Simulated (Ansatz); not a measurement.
Job for Ansatz (a quantum-chemistry and plane-wave program): R-r2SCAN/def2-TZVPP on FGeHO (SMILES [OH][Ge][F]), a point of a torsion scan.

Ansatz 0.2 input:
```yaml
crystal:
  periodic: [false, false, false]
  atoms:
    - {symbol: O, position_ang: [-0.92511218, 0.19666143, 0.20964647]}
    - {symbol: Ge, position_ang: [0.62690201, 0.90292970, -0.13623730]}
    - {symbol: F, position_ang: [1.47581718, -0.63599836, -0.70594813]}
    - {symbol: H, position_ang: [-1.38720619, -0.54909566, -0.16811946]}
basis:
  gaussian:
    orbitals: def2-TZVPP
hamiltonian:
  xc: {name: r2SCAN}
scf: {lower_state_search: off}
```

It printed:

```
WARN ansatz: RAYON_NUM_THREADS=1 ignored (pool sized by the plan → 1); use --threads N
Functional definition: r2SCAN
these checks for a lower state are left out or cut short: stability, starts, cluster_reference, orbital_swaps, neighbouring_geometries, increment
integrals: 0.04 GiB planned
724 factors; their error is unknown
mean field: 0.33 GiB planned
mean field evaluation 1: about -61291.6592 eV, gradient 7.3e1 eV
mean field evaluation 2: about -61226.5572 eV, gradient 1.8e2 eV
mean field evaluation 4: about -61298.9838 eV, gradient 2.4e1 eV
mean field evaluation 8: about -61299.8902 eV, gradient 4.8e-2 eV
mean field evaluation 16: about -61299.8819 eV, gradient 1.9e-5 eV
mean field -61299.88190783 eV, -2252.7291095603 hartree, gradient 3.4e-6 eV, S^2 0.000000; 0 other end points of the search recorded, 0 dependent functions left out
reference -61299.88191485 eV, -2252.7291098184 hartree; 25, 25 occupied and 99, 99 virtual orbitals, 724 factors
Total energy: -61299.88191485 eV, -2252.7291098184 hartree
Checks for a lower state left out: stability, starts, cluster_reference, orbital_swaps, neighbouring_geometries, increment
```

Self-consistency was reached.

Cost: roughly 1.6 core-seconds.
